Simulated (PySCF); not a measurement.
## Basis and Hamiltonian dependence of the ionisation energy of Sc⁺

Sc⁺ [Ar] 3d1 4s1 (3D) → Sc²⁺ [Ar] 3d1 (2D). All values are computed (PySCF 2.14, energy differences of UHF-based or UKS calculations, no spin-orbit coupling). Values in eV.

```
                                                                   basis       Hamiltonian  functions     UHF     LDA    PBE0  MP2 (valence)  CCSD(T) (valence)  CCSD(T) (valence and next inner shell)
                                                                def2-SVP  non-relativistic         31  12.107     n/a  12.780         12.151                n/a                                     n/a
                                                   Sapporo-DKH3-DZP-2012     spin-free X2C         43  12.221  13.240  12.916         12.287                n/a                                     n/a
                                                              cc-pVDZ-DK     spin-free X2C         43  12.232     n/a  12.954         12.299                n/a                                     n/a
                                                               def2-TZVP  non-relativistic         45  12.164     n/a  12.863         12.234                n/a                                     n/a
                                                             x2c-TZVPall     spin-free X2C         48  12.228  13.268     n/a         12.301                n/a                                     n/a
                                                            ANO-RCC-VTZP     spin-free X2C         59  12.229  13.309  12.959         12.316             12.349                                  12.764
                                                            x2c-TZVPPall     spin-free X2C         64  12.227  13.269  12.939         12.309             12.344                                  12.789
                                                                 cc-pVTZ  non-relativistic         68  12.157  13.206     n/a         12.246                n/a                                     n/a
       x2c-TZVPPall with one added diffuse shell each of s, p, d, f type     spin-free X2C         80  12.227  13.270  12.939         12.309             12.344                                  12.790
                                                             aug-cc-pVTZ  non-relativistic         93  12.157  13.207  12.874         12.247             12.283                                     n/a
    x2c-QZVPPall with one added diffuse shell each of s, p, d, f, g type     spin-free X2C        121  12.221  13.280  12.944         12.316                n/a                                     n/a
                                                        aug-cc-pwCVTZ-DK     spin-free X2C        127  12.220  13.282  12.946         12.316                n/a                                     n/a
                                                          aug-cc-pVQZ-DK     spin-free X2C        140  12.220  13.288  12.948         12.318                n/a                                     n/a
aug-cc-pwCVTZ-DK with one added diffuse shell each of s, p, d, f, g type     spin-free X2C        152  12.220  13.283  12.946         12.316                n/a                                     n/a
```

Frozen in the all-electron rows: valence: [Ar]; valence and next inner shell: [Ne].

Non-relativistic rows lack the scalar-relativistic shift.

Between the lowest levels the reference is 12.800 eV (measured; NIST Atomic Spectra Database, ionization energies); it includes spin-orbit coupling, which these numbers lack.
